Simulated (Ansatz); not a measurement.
Reactions of `[NH2][Zn][CH2]F`.

Isolated molecules relaxed with PBE0-D4/def2-TZVP in Ansatz; ΔE leaves out vibrations. CCSD(T)/CBS adds triple-zeta CCSD(T) − MP2 to the extrapolated MP2 energy (def2 sets, frozen cores). This one scheme is used for every species. DFT in def2-TZVPP. B3LYP here is the variant with VWN-RPA as its local correlation; programs differ in this. For Zn outer-core shells are correlated without core-valence functions, which leaves a few kJ/mol of doubt a bond. Scalar relativity is left out up to krypton. One conformer a species, not always the lowest.

```json
{"reaction": "`[NH2][Zn][CH2]F` + H₂S → `[NH2][Zn][SH]` + `CF`", "PBE0-D4 (kJ/mol)": "-131", "B3LYP-D4 (kJ/mol)": "-126", "CCSD(T)/CBS(def2) (kJ/mol)": "-133"}
{"reaction": "`[NH2][Zn][CH2]F` + H₂O → `[NH2][Zn][OH]` + `CF`", "PBE0-D4 (kJ/mol)": "-65", "B3LYP-D4 (kJ/mol)": "-70", "CCSD(T)/CBS(def2) (kJ/mol)": "-72"}
{"reaction": "`[NH2][Zn][CH2]F` + `NCS` → `NCSCF` + `[NH2][ZnH]`", "PBE0-D4 (kJ/mol)": "-7", "B3LYP-D4 (kJ/mol)": "-5", "CCSD(T)/CBS(def2) (kJ/mol)": "-2"}
{"reaction": "`[NH2][Zn][CH2]F` + `OCF` → `[NH2][Zn][O]CF` + `CF`", "PBE0-D4 (kJ/mol)": "-78", "B3LYP-D4 (kJ/mol)": "-82", "CCSD(T)/CBS(def2) (kJ/mol)": "-90"}
{"reaction": "`[NH2][Zn][CH2]F` + `C=O` → `[NH2][Zn][CH2]C=O` + H–F", "PBE0-D4 (kJ/mol)": "-130", "B3LYP-D4 (kJ/mol)": "-117", "CCSD(T)/CBS(def2) (kJ/mol)": "-130"}
{"reaction": "`[NH2][Zn][CH2]F` + H₂ → `[NH2][ZnH]` + `CF`", "PBE0-D4 (kJ/mol)": "-58", "B3LYP-D4 (kJ/mol)": "-56", "CCSD(T)/CBS(def2) (kJ/mol)": "-54"}
{"reaction": "`[NH2][Zn][CH2]F` + `C[SiH2][SiH](O)F` → `F[CH2][Zn][F]` + `C[SiH2][SiH](N)O`", "PBE0-D4 (kJ/mol)": "18", "B3LYP-D4 (kJ/mol)": "19", "CCSD(T)/CBS(def2) (kJ/mol)": "22"}
```

Largest T1 diagnostic: 0.017, for `[NH2][Zn][OH]`.
